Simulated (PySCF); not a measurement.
**Two-component Hartree-Fock for S⁺ (sulfur, charge +1)**

Start: [Ne] 3s2 3p3; 3p1/2 filled at m_j = -1/2, +1/2; 3p3/2 filled at m_j = +3/2. Calculated with PySCF 2.14 in an even-tempered Gaussian basis (22 s from 0.026 bohr⁻², ratio 2.4; 15 p from 0.034 bohr⁻², ratio 2.4; 6 d from 0.67 bohr⁻², ratio 2.6; 5 f from 1 bohr⁻², ratio 2.6): generalised Hartree-Fock with the X2C-1e Hamiltonian and a Gaussian nucleus; spin-orbit coupling (SO) screened by Boettger's factors.

```
spinor shell  electrons  ε, screened SO (eV)  weight of nominal j (screened SO)  rms radius, screened SO (bohr)
       1s1/2          2              -2523.1                              1.000                           0.112
       2s1/2          2              -257.88                              1.000                           0.516
       2p1/2          2              -194.56                              0.813                           0.489
       3s1/2          2              -33.876                              1.000                            1.78
       3p1/2          2              -23.474                              0.511                            2.03
       3p3/2          1              -23.415                              1.000                            2.03
```

**Question.** Where does 2p3/2 lie, and what is the 2p spin-orbit splitting (screened SO)?

**Answer.** At -192.66 eV, 1.899 eV above 2p1/2.

```csv
quantity,screened SO
E (hartree),-398.25906
M_J,3/2
⟨J²⟩,3.751
⟨L²⟩,0.001
⟨S²⟩,3.750
```

Each row is a mean over spinors that exchange with the open shell spreads, by up to 9.380 eV (3s1/2).

Rows whose weight is well below 1 are mixtures of j = l ± 1/2: exchange outweighs spin-orbit coupling there, and the label is only the starting occupation.
